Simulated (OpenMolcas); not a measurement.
## Te: thermal populations, the spin-orbit constant, Slater's ratio, worked from levels

| Item | Value |
| --- | --- |
| Program | OpenMolcas |
| Basis | ANO-RCC-VQZP [8s7p5d3f2g] |
| Scalar Hamiltonian | DKH2, point nucleus |
| Active space | 6 electrons in 9 orbitals (RAS2 5s 5p; RAS3 5d, at most 2 electrons) |
| State averaging | 2S+1 = 3 even, 3 roots; 2S+1 = 1 even, 6 roots; 2S+1 = 3 odd, 3 roots; 2S+1 = 1 odd, 3 roots (0 in the spin-orbit step) |
| Spin-orbit coupling | state interaction with AMFI integrals over the reference wave functions, term energies averaged over their components |

Methods: RASSCF; SS-RASPT2, IPEA 0.25 Eh, imaginary shift 0.1 Eh (closed shells correlated: 4d). Measured levels: NIST Handbook of Basic Atomic Spectroscopic Data.

**Thermal populations.** Z = Σ (2J + 1) exp(-E/kT) with k = 0.695035 cm-1/K, over the levels below. No other level of either list lies under 44200 cm-1, which is above 7 kT at each temperature.

```
      Level  2J + 1  SS-RASPT2  measured
5s² 5p⁴ ³P₂       5        0.0       0.0
5s² 5p⁴ ³P₁       3       4240      4751
5s² 5p⁴ ³P₀       1       4550      4706
5s² 5p⁴ ¹D₂       5      10320     10558
5s² 5p⁴ ¹S₀       1      22880     23198
```

```
T (K)  Z, SS-RASPT2  Z, measured levels  Ground level (%), SS-RASPT2  Ground level (%), measured levels
 3000         5.541               5.444                         90.2                               91.9
 5000         6.414               6.264                         78.0                               79.8
 8000         7.638               7.470                         65.5                               66.9
```

At 8000 K, kT = 5560 cm-1, and the computed levels give Z = 5.000 + 1.399 + 0.441 + 0.781 + 0.016 = 7.638.

**The spin-orbit constant.** For the Hund term ³P of p4, E(J) = (A/2) J(J+1) + constant and ζ = -2S·A = -2A. From J = 0 to J = 2 the energy changes by 3 A.

| Source | E(2) - E(0) | A | ζ |
| --- | --- | --- | --- |
| RASSCF | -4525.6 | -1508.5 | 3017 |
| SS-RASPT2 | -4550.3 | -1516.8 | 3034 |
| measured | -4706.5 | -1568.8 | 3138 |

All in cm-1. SS-RASPT2 is off by -3.3 % and RASSCF by -3.8 %. Both methods take the spin-orbit matrix elements from the reference wave functions, so the second can move ζ only through the term energies and any multistate remixing. Second-order mixing with other terms is absorbed into this ζ.

**Slater's ratio.** With one set of orbitals, p4 has ¹D - ³P = 6 F2 and ¹S - ¹D = 9 F2 (F2 = F²/25), a ratio of 3/2. Term energies are centres of gravity, weighted by 2J + 1.

```tsv
Source	¹D - ³P	¹S - ³P	F2 from the first	Ratio
RASSCF	9919	21716	1653	1.189
SS-RASPT2	8403	20960	1400	1.494
measured	8451	21092	1408	1.496
```

Energies in cm-1. A ratio away from 3/2 shows effects beyond one configuration with one set of orbitals, and in heavier atoms second-order spin-orbit shifts.

Term energies are means over components that CASPT2 splits; among the terms shown or strongly mixed into the levels shown the widest spread is 57 cm-1 (5s² 5p⁴ ¹D, SS-RASPT2). Some high roots are left out of the spin-orbit mixing, which shifts the levels that they would mix with. Active for correlation alone: 5d; no level in the range computed is led by a configuration that fills it, so any true level of that kind is missing. Measured partners are found by configuration, term and J. A level has none where our copy of the source lacks it or the pairing is in doubt (some pairs that miss far off the trend of their configuration count as doubtful), and it then counts in no deviation. Levels of configurations outside the active space are missing.
